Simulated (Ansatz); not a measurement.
Steps of a relaxation of C2H3NTe (`[TeH]C1=NC1`) with RKS PBE0-D4/def2-TZVP.

```sh
$ ansatz run in.yaml --threads 2 --pin off --events-out ev --progress --plain --max-ram 4352MiB
```

```yaml
crystal:
  periodic: [false, false, false]
  atoms:
    - {symbol: Te, position_ang: [-2.142514, 0.185819, -0.960677]}
    - {symbol: C, position_ang: [-0.418175, -0.386895, 0.081758]}
    - {symbol: N, position_ang: [-0.015255, -1.312320, 0.853748]}
    - {symbol: C, position_ang: [0.971784, -0.186637, 0.475968]}
    - {symbol: H, position_ang: [-1.358601, 1.549261, -1.553894]}
    - {symbol: H, position_ang: [1.229913, 0.538025, 1.270477]}
    - {symbol: H, position_ang: [1.794047, -0.455254, -0.213079]}
basis:
  gaussian: {orbitals: def2-TZVP}
hamiltonian: {xc: pbe0, dispersion: d4}
relax: {f_tol: 0.005, max_steps: 150}
```

Positions (Å) and forces (eV/Å) along the path, 7 of 7 steps:

```xyz
7
step=1 energy=-10901.1926 eV
Te   -2.143    0.186   -0.961    0.664    0.186    0.136
C    -0.418   -0.387    0.082    0.385   -0.769    0.658
N    -0.015   -1.312    0.854   -0.164    1.271   -0.912
C     0.972   -0.187    0.476    0.016   -0.071    0.053
H    -1.359    1.549   -1.554   -0.207   -0.326    0.132
H     1.230    0.538    1.270   -0.190   -0.422   -0.445
H     1.794   -0.455   -0.213   -0.503    0.131    0.378
7
step=2 energy=-10901.2355 eV
Te   -2.104    0.190   -0.947   -0.202   -0.199    0.056
C    -0.416   -0.380    0.078    0.261   -0.204    0.234
N    -0.022   -1.297    0.840    0.086    0.404   -0.237
C     0.966   -0.184    0.472   -0.057   -0.117    0.057
H    -1.359    1.526   -1.540    0.132    0.210   -0.089
H     1.219    0.529    1.260   -0.067   -0.124   -0.124
H     1.776   -0.452   -0.209   -0.153    0.029    0.104
7
step=3 energy=-10901.2409 eV
Te   -2.109    0.184   -0.944   -0.018    0.008   -0.010
C    -0.414   -0.380    0.079    0.008   -0.016    0.012
N    -0.017   -1.292    0.839    0.077    0.074   -0.021
C     0.965   -0.183    0.471   -0.057   -0.083    0.034
H    -1.348    1.528   -1.539   -0.004    0.013   -0.012
H     1.214    0.526    1.255   -0.006    0.007    0.006
H     1.770   -0.450   -0.207    0.000   -0.003   -0.010
7
step=4 energy=-10901.2412 eV
Te   -2.108    0.186   -0.944   -0.001   -0.005    0.005
C    -0.412   -0.382    0.081   -0.032    0.035   -0.037
N    -0.014   -1.293    0.840    0.031    0.012    0.003
C     0.966   -0.186    0.473   -0.020   -0.038    0.018
H    -1.355    1.533   -1.545    0.005   -0.011    0.008
H     1.214    0.525    1.257    0.005    0.008    0.009
H     1.770   -0.451   -0.207    0.011   -0.002   -0.007
7
step=5 energy=-10901.2412 eV rejected
Te   -2.112    0.187   -0.940    0.008    0.005   -0.001
C    -0.411   -0.375    0.077    0.023   -0.087    0.065
N    -0.013   -1.289    0.835   -0.050    0.045   -0.049
C     0.968   -0.187    0.475   -0.002    0.014   -0.009
H    -1.358    1.529   -1.550   -0.002    0.005   -0.003
H     1.216    0.520    1.262    0.013    0.010    0.000
H     1.772   -0.452   -0.204    0.012    0.007   -0.002
7
step=6 energy=-10901.2414 eV
Te   -2.110    0.186   -0.942    0.001   -0.001    0.002
C    -0.413   -0.379    0.079    0.002    0.009   -0.006
N    -0.013   -1.291    0.837    0.003   -0.009    0.007
C     0.966   -0.186    0.474   -0.003    0.003   -0.003
H    -1.354    1.530   -1.546    0.000    0.001   -0.001
H     1.215    0.523    1.258   -0.001   -0.003   -0.002
H     1.771   -0.451   -0.206   -0.002    0.001    0.003
7
step=7 energy=-10901.2414 eV
Te   -2.110    0.187   -0.942    0.000    0.000    0.000
C    -0.413   -0.379    0.079    0.001    0.001    0.000
N    -0.013   -1.291    0.837    0.000    0.000    0.000
C     0.966   -0.186    0.474   -0.001    0.000    0.000
H    -1.354    1.530   -1.547    0.000    0.000    0.000
H     1.215    0.523    1.259    0.000    0.000    0.000
H     1.771   -0.451   -0.206    0.000    0.000    0.000
```

It took 23 s on 2 threads of an Intel Xeon on a shared host, with 0.36 GiB of host memory at the peak.
